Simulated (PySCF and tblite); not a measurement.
Values are calculated unless marked as measured or tabulated.
System: C₃H₂BrClN₂, numbered as in [Cl:1][c:2]1[cH:3][c:4]([Br:5])[nH:6][n:7]1.

The path came from a restrained scan, a climbing-image band and a saddle search at GFN2-xTB; energies are PBE0/pcSseg-1 + D3(BJ)//B3LYP-D3(BJ)/def2-SVP, thermal terms GFN2-xTB. Rates follow Eyring's equation with the number of equivalent paths and no tunnelling. (PySCF 2.14 with density fitting, tblite 0.8.)

Tunnelling of the moving H, left out here, will speed the real process. In real samples such hydrogens mostly exchange between molecules or through solvent, far faster than by this path. Spin–orbit effects of heavy atoms on shieldings are missing.

Task: Estimate the barrier and the room-temperature rate of the shift of H on N6 from N6 to N7.

Result: The electronic barrier is 50.9 kcal/mol and ΔG‡(298 K) 46.8 kcal/mol, over a C1 saddle with an imaginary mode of 1629i cm⁻¹ (GFN2-xTB). With 2 equivalent paths, k is 5.7×10⁻²² s⁻¹. The end lies 0.6 kcal/mol above the start in free energy.
